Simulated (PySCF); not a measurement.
Isomers of C4H5PS2, one GFN2-xTB conformer each. Single-point energies are computed at PBE0/pcSseg-1 (PySCF, gas phase, no added dispersion term), electronic only.

```csv
SMILES,GFN2-xTB relative energy (kJ/mol)
CSc1cscp1,102.9
S=[PH2]c1ccsc1,0.0
CSc1cpcs1,105.3
```

Conformers: `[CH3:1][S:2][c:3]1[cH:4][s:5][cH:6][p:7]1` with C1–S2–C3–C4 180°; `[S:1]=[PH2:2][c:3]1[cH:4][cH:5][s:6][cH:7]1` with S1–P2–C3–C4 54°; `[CH3:1][S:2][c:3]1[cH:4][p:5][cH:6][s:7]1` with C1–S2–C3–C4 180°.

Problem. What does PBE0/pcSseg-1 give for the same structures?

Solution. 
| SMILES | PBE0/pcSseg-1 E (Eh) | PBE0/pcSseg-1 (kJ/mol) | GFN2-xTB (kJ/mol) | point group |
| --- | --- | --- | --- | --- |
| S=[PH2]c1ccsc1 | -1292.49979 | 0.0 | 0.0 | C1 |
| CSc1cscp1 | -1292.48871 | 29.1 | 102.9 | Cs |
| CSc1cpcs1 | -1292.48786 | 31.3 | 105.3 | Cs |

Both levels put the same isomer lowest; measured from each level's own lowest isomer, the values differ by up to 74.0 kJ/mol (CSc1cpcs1: 105.3 against 31.3). Neighbours under 10 kJ/mol apart (CSc1cscp1 and CSc1cpcs1) can change places with a better method, another conformer or zero-point energy.

Problem. Which frontier levels, dipoles and rotational constants go with these structures?

Solution. 
| SMILES | HOMO (eV, PBE0/pcSseg-1) | LUMO (eV) | dipole (D) | A, B, C (MHz) |
| --- | --- | --- | --- | --- |
| S=[PH2]c1ccsc1 | -6.70 | -1.15 | 4.24 | 4520, 758.3, 698.8 |
| CSc1cscp1 | -6.18 | -1.48 | 0.37 | 3378, 1057, 809.0 |
| CSc1cpcs1 | -6.23 | -1.34 | 2.45 | 3523, 1050, 813.2 |
